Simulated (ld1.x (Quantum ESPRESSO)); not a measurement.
boron (B), TM: configuration errors across variants

B (Z = 5), norm-conserving Troullier–Martins (Kleinman–Bylander form), made with ld1.x (Quantum ESPRESSO) 7.5 (PBE, non-relativistic). Core [He], reference 2s2 2p1. Waves: 2s (bound): rc 1.20 bohr; 2p (bound): rc 2.40 bohr; 3d channel at 0.35 Ry: rc 2.40 bohr. Local part: all-electron potential smoothed inside 1.45 bohr (lloc = -2). Core correction: none.

All-electron excitation energies from the reference (eV): (1) 2s2 2p0 8.222; (2) 2s1 2p0 33.637; (3) 2s2 2p0.5 2.888; (4) 2s1 2p1 14.355; (5) 2s1 2p2 5.844; (6) 2s2 2p1.3 -0.739; (7) 2s0 2p3 11.708.

A true bound ghost makes a file unfit for plane-wave use even where its test errors are small: the radial tests pick states by their node count and pass the ghost by.

Errors AE − PS in meV (a dash: test not solved or not reliable):

```csv
change,(1),(2),(3),(4),(5),(6),(7),bound ghosts
base,+41,+154,+5.2,-17,-1.7,+0.4,-14,none
wave 2s (bound): rc 1.20 bohr becomes 2s (bound): rc 0.90 bohr,+53,+161,+7.0,-13,+15,+0.6,+83,none
wave 2s (bound): rc 1.20 bohr becomes 2s (bound): rc 1.06 bohr,+43,+155,+5.6,-16,+3.3,+0.5,+4.5,none
wave 2s (bound): rc 1.20 bohr becomes 2s (bound): rc 1.24 bohr,+41,+154,+5.2,-17,-1.9,+0.4,-14,none
wave 2s (bound): rc 1.20 bohr becomes 2s (bound): rc 1.38 bohr,+42,+154,+5.3,-17,-1.2,+0.4,-12,none
wave 2s (bound): rc 1.20 bohr becomes 2s (bound): rc 1.50 bohr,+43,+154,+5.6,-17,+1.0,+0.4,-4.1,none
wave 2s (bound): rc 1.20 bohr becomes 2s (bound): rc 1.66 bohr,+45,+152,+5.9,-18,+3.4,+0.5,+7.7,none
wave 2s (bound): rc 1.20 bohr becomes 2s (bound): rc 1.82 bohr,+46,+150,+6.1,-20,+4.5,+0.5,+16,none
```

Task: Give the same row for: wave 2s (bound): rc 1.20 bohr becomes 2s (bound): rc 0.80 bohr.

Result: +52, +153, +7.1, -10, +24, +0.7, +162; bound ghosts: s.
